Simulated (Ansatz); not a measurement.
A run for Ansatz (a quantum-chemistry and plane-wave program): U-r2SCAN/def2-TZVPPD on BeBrI (SMILES [Br][Be][I]), a point of a bond scan (R = 2.382 Å). Elements past Kr take the def2 small-core potentials; no spin–orbit coupling. Files ending in .json are basis or fitting sets from the Basis Set Exchange.

Ansatz 0.2 input:
```yaml
crystal:
  periodic: [false, false, false]
  atoms:
    - {symbol: Be, position_ang: [-0.00000000, -0.00000000, -0.50333561]}
    - {symbol: Br, position_ang: [-0.00000000, -0.00000000, -2.45917122]}
    - {symbol: I, position_ang: [0.00000000, 0.00000000, 1.87849901]}
basis:
  gaussian:
    orbitals: def2-TZVPPD.json
hamiltonian:
  xc: {name: r2SCAN}
magnetization: {spin_polarized: true, initial_magnetization: 0}
```

It printed:

```
WARN ansatz: RAYON_NUM_THREADS=1 ignored (pool sized by the plan → 1); use --threads N
Functional definition: r2SCAN
integrals: 0.06 GiB planned
991 factors; their error is unknown
mean field: 0.55 GiB planned
mean field evaluation 1: about -78553.9815 eV, gradient 8.6e0 eV
mean field evaluation 2: about -78553.6846 eV, gradient 1.2e1 eV
mean field evaluation 4: about -78554.4410 eV, gradient 9.4e-1 eV
mean field evaluation 8: about -78554.4263 eV, gradient 1.0e-1 eV
mean field evaluation 16: about -78554.4263 eV, gradient 6.5e-5 eV
mean field -78554.42632269 eV, -2886.8219212565 hartree, gradient 6.5e-5 eV, S^2 0.000000; 0 other end points of the search recorded, 0 dependent functions left out
reference -78554.42634221 eV, -2886.8219219738 hartree; 32, 32 occupied and 106, 106 virtual orbitals, 991 factors
Total energy: -78554.42634221 eV, -2886.8219219738 hartree
```

The run converged.

Cost: roughly 10 core-seconds.
